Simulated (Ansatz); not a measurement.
Two isomers of C2H6AlNSi: A = `NC1=[CH][AlH][SiH2]1`, B = `[AlH2][NH]C#C[SiH3]`.

Program: Ansatz. Geometries: PBE0-D4/def2-TZVP. ΔE: electronic, gas phase. CCSD(T)/CBS adds triple-zeta CCSD(T) − MP2 to the extrapolated MP2 energy (def2 sets, frozen cores). Functionals use def2-TZVPP. B3LYP here is the variant with VWN-RPA as its local correlation; programs differ in this. One conformer a species, not always the lowest.

Q: Which is lower in electronic energy at CCSD(T)/CBS, and by how much? (Estimate.)

A: Ansatz gave: A, by 1.8 kcal/mol.

Q: Give E(B) − E(A) in kcal/mol with PBE0-D4, MP2/def2-TZVPP, PBE-D4, HF/def2-TZVPP, B2PLYP, ωB97M-V, B3LYP-D4. (Estimate.)

A: Computed: PBE0-D4 10.3, MP2/def2-TZVPP -0.5, PBE-D4 10.5, HF/def2-TZVPP -8.9, B2PLYP -1.4, ωB97M-V 3.0, B3LYP-D4 0.7. The order is the other way round with MP2/def2-TZVPP, HF/def2-TZVPP, B2PLYP.

Largest T1 diagnostic: 0.014.

The D4 term adds +1.9 kcal/mol with B3LYP and +0.9 kcal/mol with PBE0; it sums over pairs of atoms, weighted by their polarisabilities, and B3LYP, whose exchange is more repulsive, gets the larger term. In def2-TZVPP, CCSD(T) changes the Hartree–Fock value by +10.0 kcal/mol (the triples alone add +1.6 kcal/mol) and MP2 by +8.4 kcal/mol.
